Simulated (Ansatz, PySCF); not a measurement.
Reaction (SMILES): C[SiH](F)N[SiH3] -> C[Si@@H]([NH])F + [SiH3] (SiH3) (the N-Si bond at the site shown breaks; other sites are not compared here)
Structures are relaxed separately at B3LYP-D3(BJ)/def2-TZVP in Ansatz (a first-principles code), one conformer each, not searched for the lowest. Frequencies are from Ansatz or PySCF.

Wanted: bond dissociation energy (enthalpy at 298 K, with B3LYP-D3(BJ) rigid-rotor harmonic-oscillator terms), in kcal/mol. Valence correlation only, unless marked. Open shells are spin-unrestricted. No spin-orbit coupling. Non-relativistic. CBS(X,Y): correlation extrapolated as X^-3; Hartree-Fock from the larger set. The bracket is a focal-point correction in the basis named.

```csv
level,program,bond dissociation energy (kcal/mol)
HF/cc-pV(Q+d)Z,Ansatz,81.2
PBE0-D3(BJ)/def2-TZVPD,Ansatz + dftd3,105.3
r2SCANh-D4/def2-TZVPD,Ansatz + dftd4,102.3
wB97M-V/def2-TZVPD,Ansatz,110.5
B2GP-PLYP-D3(BJ)/def2-TZVPD,Ansatz + dftd3,109.7
MP2/cc-pwCVTZ,Ansatz,115.6
SCS-MP2/STO-3G,Ansatz,106.4
SCS-MP2/cc-pwCVTZ,Ansatz,113.3
CCSD/cc-pV(T+d)Z,Ansatz,106.1
"RI-MP2/CBS(cc-pV(T+d)Z,cc-pV(Q+d)Z)+[CCSD(T)-MP2]/cc-pV(T+d)Z",Ansatz,111.6
```
